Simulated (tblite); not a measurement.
Run record: tight-binding relaxation, `CC1=C[Si@@H](Br)[C@H]1CCCl`.

Computed with GFN2-xTB geometry optimisation, gas phase (tblite 0.8.0). Start geometry: from a force field or distance geometry. The input is one job of a driver script: a line of settings, then coordinates in Å.

Command:
```bash
OMP_NUM_THREADS=1 python probes_run.py task.json out
```

Input:
```
{"job": {"kind": "relax", "xc": "GFN2-xTB", "basis": "xTB"}, "charge": 0, "multiplicity": 1}
C     -1.738000    -1.729800     0.433400
C     -1.272800    -0.285000     0.152900
C     -1.777100     0.822800     0.524200
Si    -0.544300     1.873900    -0.256400
Br     0.651200     3.003200     1.276700
C     -0.107100     0.152100    -0.580600
C      1.141500    -0.389400     0.135800
C      2.429200    -0.015900    -0.513600
Cl     2.751900     1.694500    -0.656000
H     -2.195600    -1.751400     1.452700
H     -2.466300    -1.981100    -0.374100
H     -0.839400    -2.385500     0.413800
H     -2.705300     1.070600     1.120600
H     -1.049600     2.677600    -1.372700
H     -0.120300    -0.168200    -1.659200
H      1.031500    -1.511700     0.130400
H      1.096500    -0.018100     1.185100
H      3.248400    -0.499900     0.081900
H      2.456000    -0.549400    -1.502300
```

Task: Estimate the output.

Result: 
```
step      E/eV     max force
  0    -769.19373    7.067
  1    -769.65442    4.856
  2    -769.94103    0.809
  3    -770.00217    0.886
  4    -770.07540    0.954
  5    -770.11809    0.473
  6    -770.14281    0.333
  7    -770.16183    0.347
  8    -770.18014    0.452
  9    -770.19784    0.351
... (114 lines left out)
124    -770.34694    0.015
125    -770.34697    0.016
126    -770.34703    0.023
127    -770.34712    0.026
128    -770.34722    0.021
129    -770.34730    0.015
130    -770.34735    0.016
131    -770.34738    0.013
132    -770.34741    0.012
133    -770.34743    0.010
```

«max force» is the largest atomic force in eV/Å.

Task: From which step on does the largest force stay under 0.1 eV/Å, and how much energy is left to gain from there?

Result: From step 88 (0.063 eV/Å), 12.2 meV above the end.

Main results: energy lowered by 26.6 kcal/mol over 133 steps; largest atomic force 0.010 eV/Å at the end.

Task: Give the final coordinates.

Result: 0.417 Å rms from the input after alignment:
```
atom  x, y, z in Å
C1    -1.7765   -1.6896    0.4660
C2    -1.3508   -0.2890    0.2312
C3    -1.9703    0.8662    0.5129
Si4   -0.5636    1.9415   -0.1208
Br5    0.5114    2.9154    1.5695
C6    -0.0559    0.1099   -0.4480
C7     1.2313   -0.4169    0.1710
C8     2.4344   -0.1186   -0.7086
Cl9    2.5233    1.6163   -1.1261
H10   -2.7940   -1.7255    0.8492
H11   -1.7220   -2.2610   -0.4614
H12   -1.1144   -2.1670    1.1894
H13   -2.9388    0.9912    0.9677
H14   -0.6426    2.9228   -1.1844
H15   -0.0774   -0.1784   -1.5032
H16    1.1791   -1.5039    0.2887
H17    1.3783    0.0193    1.1620
H18    3.3693   -0.3674   -0.2069
H19    2.3693   -0.6559   -1.6558
```

The run took 2.5 s of wall time on an Arm Neoverse N1 with one thread, on a shared host.
Labels such as C1 count atoms from 1, the log's own numbers from 0.
